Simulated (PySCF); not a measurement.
Si(F)2(OH)(OMe) (CH4F2O2Si), SMILES CO[Si](O)(F)F. Coordinates come from a PBE-D3(BJ)/def2-SVP optimisation. This is a generated structure with no PubChem entry under its InChIKey; it may be hypothetical. One conformer was computed; it need not be the lowest.

Computed equilibrium geometry at PBE-D3(BJ)/def2-SVP (PySCF confirms it by a frequency run) as bond lengths and angles (one conformer of several):
Atoms: C1 O2 Si3 O4 F5 F6 H7 H8 H9 H10. Bonded distances (Å): C1–O2 1.422, C1–H7 1.111, C1–H8 1.112, C1–H9 1.108, O2–Si3 1.637, Si3–O4 1.650, Si3–F5 1.616, Si3–F6 1.625, O4–H10 0.972. Angles (°): O2–C1–H7 111.8, O2–C1–H8 111.2, O2–C1–H9 108.2, H7–C1–H8 108.7, H7–C1–H9 108.6, H8–C1–H9 108.3, C1–O2–Si3 124.7, O2–Si3–O4 109.5, O2–Si3–F5 107.0, O2–Si3–F6 112.7, O4–Si3–F5 112.6, O4–Si3–F6 109.3, F5–Si3–F6 105.7, Si3–O4–H10 116.6.
Charge 0, spin multiplicity 1.
